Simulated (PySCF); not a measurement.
## Gd(2+) (gadolinium, charge +2) across methods

[Xe] 4f6 5d2, one real determinant (an excited configuration). Computed with PySCF 2.14 in cc-pVDZ-X2C (8s7p5d3f1g, 84 functions), with scalar relativity by spin-free X2C-1e.

```csv
method,E (hartree),mean ε 5p β (eV),mean ε 4f α (eV),mean ε 5d α (eV),Σ⟨r²⟩ (bohr²),⟨S²⟩
PBE0,-11269.41,-43.972,-34.747,-19.013,44.47,20.002
UHF,-11265.81320,-48.056,-44.261,-22.273,44.34,20.005
PBE,-11269.44,-42.133,-31.301,-17.721,44.72,20.002
r2SCAN,-11269.76,-42.599,-31.817,-18.029,44.39,20.003
LDA,-11261.28,-42.434,-31.542,-17.701,44.68,20.001
```

⟨L²⟩ = 24.02 against 42 for a pure I term, so this real determinant mixes terms. Spin-orbit coupling, absent here, splits the open shell strongly.
